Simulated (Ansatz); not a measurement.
Ansatz (a program for electronic structure) was given this input:
Ansatz 0.2 input:
```yaml
crystal:
  periodic: [false, false, false]
  atoms:
    - {symbol: Si, position_ang: [0.00085030, 0.00527408, 0.92381323]}
    - {symbol: Cl, position_ang: [1.01602194, 1.21319412, -0.38826774]}
    - {symbol: Cl, position_ang: [-1.01672219, -1.21753748, -0.37251962]}
basis:
  gaussian:
    orbitals: def2-SV_P_.json
hamiltonian:
  xc: blyp
  dispersion: d4
```
The basis file holds def2-SV(P) in the JSON format of the Basis Set Exchange.

Question: What does this run give for the number of basis functions, total energy?

Answer: 
The number of basis functions comes out as 54 and the total energy is -1209.572719 Ha.
